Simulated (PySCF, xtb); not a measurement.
C₃H₆OSi, SMILES C#C[SiH2]CO. One conformer was computed; it need not be the lowest.

Harmonic wavenumbers (cm⁻¹) from GFN2-xTB in xtb at its own minimum, in rising order: 54, 112, 214, 219, 286, 320, 488, 572, 648, 659, 683, 683, 733, 759, 816, 1062, 1170, 1211, 1345, 1490, 2194, 2206, 2261, 2867, 2903, 3352, 3545.

What does PySCF with PBE-D3(BJ)/def2-SVP give at its own minimum? (The exact figures need the calculation; the answer reports its results.)

77, 127, 221, 233, 250, 342, 540, 595, 661, 693, 696, 700, 774, 864, 903, 1060, 1148, 1187, 1320, 1428, 2085, 2160, 2181, 2876, 2921, 3391, 3699. Paired by order, the mean absolute difference is 40 cm⁻¹ and the zero-point energies are 47.0 and 47.4 kcal/mol.
